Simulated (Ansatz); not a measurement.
Relaxation of CH7NOSSi (12 atoms, charge 0, multiplicity 1), to a largest force component of 0.02 eV/Å in at most 40 steps.

Level of theory: Ansatz 0.2.0, RKS r2SCAN-D4/STO-3G.

```xyz
12
Properties=species:S:1:pos:R:3:forces:R:3
N -1.307 -0.639 1.617 -3.16 2.03 3.69
C -0.230 -0.240 0.792 2.80 2.05 -0.03
O 0.502 -1.400 0.651 3.09 -3.23 -1.82
S -0.780 0.344 -0.778 -2.47 0.77 -2.36
Si 0.943 0.916 -1.797 1.72 0.94 0.86
H -1.917 -1.203 1.022 -0.94 -1.37 -1.20
H -1.906 0.245 1.686 0.00 -0.40 0.67
H 0.406 0.550 1.288 -0.52 0.23 0.40
H 0.326 -1.862 1.526 -0.11 -0.23 0.69
H 1.720 1.806 -0.848 -0.46 -0.88 -1.06
H 1.728 -0.266 -2.144 0.05 0.40 -0.10
H 0.592 1.695 -2.981 -0.01 -0.32 0.26
```

Problem. Where does it end, and by what steps?

Solution. It converged. Limits of this set-up: minimal basis. After 38 steps the energy has fallen by 0.986 eV; H11 moved furthest, 1.36 Å.

```
step  energy less start (eV)  largest force component (eV/Å)  accepted
   0                  0.0000                           3.689       yes
   2                 -0.8392                           0.571       yes
   4                 -0.8735                           0.083       yes
   6                 -0.8804                           0.067       yes
   8                 -0.8907                           0.141       yes
  10                 -0.8967                           0.094       yes
  12                 -0.8988                           0.024       yes
  14                 -0.9000                           0.034       yes
  16                 -0.9007                           0.042       yes
  18                 -0.9010                           0.021       yes
  20                 -0.9010                           0.083        no
  22                 -0.9016                           0.049       yes
  24                 -0.8996                           0.150        no
  26                 -0.9046                           0.162       yes
  28                 -0.9135                           0.430       yes
  30                 -0.9298                           0.954       yes
  32                 -0.9779                           0.203       yes
  34                 -0.9857                           0.043       yes
  36                 -0.9858                           0.109       yes
  38                 -0.9864                           0.012       yes
```

```xyz
12
Properties=species:S:1:pos:R:3
N -1.240 -0.964 1.087
C -0.284 0.223 1.083
O 1.058 -0.320 0.873
S -0.506 1.512 -0.214
Si 0.816 0.584 -1.616
H -1.424 -1.177 0.063
H -2.173 -0.568 1.399
H -0.402 0.702 2.088
H 0.941 -1.250 1.291
H 2.225 0.772 -1.345
H 0.532 -0.823 -1.805
H 0.536 1.253 -2.870
```

Run time: 2.5 min on 1 thread of Arm Neoverse V2 (shared host), peak memory 0.17 GiB.
